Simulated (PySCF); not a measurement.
I²⁷⁺: ionisation energy

I²⁷⁺ [Ar] 3d8 [3d3/2^4 3d5/2^4, M_J = 4] → I²⁸⁺ [Ar] 3d7 [3d3/2^4 3d5/2^3, M_J = 9/2], as a difference of total energies. All numbers are calculated (PySCF 2.14, the two-component X2C-1e Hamiltonian, in an uncontracted even-tempered set (16 s from 4 bohr⁻², ratio 2.8; 12 p from 5.2 bohr⁻², ratio 2.8; 8 d from 5.2 bohr⁻², ratio 2.8; 3 f from 21 bohr⁻², ratio 3)). Correlated levels: [Ne] frozen; the 74 highest virtual spinors dropped. "Screened" scales the spin-orbit matrix elements by Boettger's factors to mimic the two-electron term; Breit and QED terms are absent.

Problem. Order these methods by the ionisation energy they give, lowest first.
A. GMP2 (screened spin-orbit)
B. GMP2 (spin-free)
C. GHF (spin-free)
D. GHF (screened spin-orbit)

Solution. D (1553.7 eV), A (1554.9 eV), C (1557.1 eV), B (1558.3 eV).

Breit and QED terms and the two-electron picture change are absent.

The spin-free rows relax to the high-spin LS determinant and lack the spin-orbit shift.

The labels give the starting determinants; with spin-orbit coupling the two ends relaxed to ⟨J²⟩ = 20.00, ⟨L²⟩ = 12.48, ⟨S²⟩ = 1.90 and ⟨J²⟩ = 24.75, ⟨L²⟩ = 14.01, ⟨S²⟩ = 3.07.

For comparison: 1553 ± 4 eV (theoretical estimate listed by NIST; NIST Atomic Spectra Database, ionization energies).
